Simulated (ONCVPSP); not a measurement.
How hard is this Mo ONCV potential?

```
Element                 : molybdenum
Generator               : ONCVPSP 4.0.1
Type                    : optimised norm-conserving Vanderbilt (ONCV)
Functional              : PBE
Relativity              : fully relativistic
Frozen core             : [Ar] 3d10 4s2
Valence charge          : 12
Reference configuration : 4p6 4d5 5s1
Partial waves           : 5s: rc 2.55 bohr, ncon 4, nbas 7, qcut 3.3 1/bohr, 2 projectors, debl 0.5 Ha; 4p: rc 1.80 bohr, ncon 3, nbas 8, qcut 6.6 1/bohr, 2 projectors, debl 2.7 Ha; 4d: rc 1.80 bohr, ncon 5, nbas 9, qcut 9 1/bohr, local; f scattering state at 0.03 Ha: rc 2.60 bohr, ncon 4, nbas 8, qcut 4.1 1/bohr, 2 projectors, debl 2.6 Ha
Local potential         : the d channel
Core correction         : none
```

Open shells are filled in proportion to 2j + 1.

Q: For each optimised wave give the share of its norm inside rc, the residual kinetic energy above qcut (Ha) and the cutoffs (Ha) for errors of 10, 1, 0.1 and 0.01 mHa per electron.

A:

| wave | norm inside rc | residual KE | 10 mHa | 1 mHa | 0.1 mHa | 0.01 mHa |
| --- | --- | --- | --- | --- | --- | --- |
| 5s | 0.219 | 6.7e-05 | 1.6 | 2.6 | 4.2 | 17.7 |
| s projector 2 | 0.181 | 2.1e-05 | 2.5 | 3.7 | 4.8 | 6.1 |
| 4p j=3/2 | 0.884 | 7.4e-07 | 9.4 | 12.2 | 14.4 | 16.2 |
| p projector 2 j=3/2 | 0.089 | 6.1e-06 | 8.6 | 11.2 | 13.6 | 20.1 |
| 4p j=1/2 | 0.899 | 3.6e-07 | 10.1 | 13.0 | 15.3 | 17.4 |
| p projector 2 j=1/2 | 0.093 | 4.7e-06 | 9.1 | 11.9 | 14.1 | 17.6 |
| 4d j=5/2 | 0.509 | 2.1e-08 | 14.8 | 20.3 | 25.2 | 29.3 |
| 4d j=3/2 | 0.520 | 2.0e-08 | 15.1 | 20.7 | 25.6 | 29.7 |
| f projector 1 j=7/2 | 0.000 | 1.1e-04 | 0.0 | 0.1 | 15.1 | not reached |
| f projector 2 j=7/2 | 0.308 | 2.3e-01 | 39.4 | 49.9 | 61.0 | 82.6 |
| f projector 1 j=5/2 | 0.000 | 1.1e-04 | 0.0 | 0.1 | 15.1 | not reached |
| f projector 2 j=5/2 | 0.308 | 2.3e-01 | 39.5 | 49.9 | 61.0 | 82.7 |

The occupied waves need 21 Ha and 26 Ha for 1 and 0.1 mHa. Rows with under 1 % of the norm inside rc give no meaningful cutoff. Note: ghosts flagged at negative energy: s at -51.8 eV; no localised positive-energy state flagged. A true bound ghost makes a file unfit for plane-wave use. 2 of 4 tests not solved or not reliable.
